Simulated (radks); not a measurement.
Problem. Radial electron density D(r) = 4 pi r^2 rho(r) of an atom or ion with 18 electrons. All-electron calculation, Dirac Kohn-Sham, PBE, spin-unpolarised, spherical densities, point nucleus. Program: a radial shooting solver on a logarithmic mesh with Libxc functionals.

r (bohr),D(r) (e/bohr)
0.004009,0.9727
0.005097,1.497
0.006428,2.247
0.008171,3.369
0.01031,4.895
0.0131,7.039
0.01652,9.720
0.021,13.08
0.0267,16.78
0.03367,20.19
0.0428,22.76
0.05398,23.56
0.06862,22.30
0.08654,19.71
0.11,17.41
0.1387,17.52
0.1764,20.49
0.2242,23.96
0.2828,24.06
0.3595,19.02
0.4533,11.75
0.5763,6.713
0.7268,6.236
0.9239,7.605
1.165,7.257
1.481,4.736
1.883,2.051
2.375,0.6013
3.019,0.1026
3.807,0.01012

What is the nuclear charge?

Solution. Z = 20. The innermost maximum, from 1s, lies near gamma/Z bohr with gamma = sqrt(1 - (Z/c)^2) = 0.989, here 0.0495 bohr (found: 0.0527), and its height grows with Z. The density is that of the calcium ion Ca2+ in [Ar]; the configuration itself is not fixed sharply by these data, and Z only to about a unit. D(r) has 3 maxima, at r = 0.0527, 0.255, 1.01 bohr, and minima at 0.123, 0.660 bohr, inside which lie 2.16, 10.34 electrons.
